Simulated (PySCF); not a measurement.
Computed shifts of a molecule C2H5BO3, PBE0/pcSseg-1 (PySCF), GIAO, gas phase, equivalent atoms averaged, in ppm (number of nuclei): ¹³C: 105.1 (1), 60.7 (1). ¹H: 5.83 (1), 5.69 (1), 4.83 (1), 4.09 (1), 3.88 (1). References: ¹⁷O against H2O (σ = 334.2 ppm); ¹¹B against BF3 (σ = 88.8 ppm); ¹³C against TMS (σ = 186.3 ppm); ¹H against TMS (σ = 31.56 ppm), references at their B3LYP-D3(BJ)/def2-TZVP geometries, non-relativistic. The structure is a stationary point at PBE-D3(BJ)/def2-SVP. The values are those of a single conformer.

Problem. Pick the molecule that these values belong to.
(A) O=CB(O)CO
(B) OB1COCO1
(C) CC1OB(O)O1
(D) COB1OCO1

Solution. B, OB1COCO1
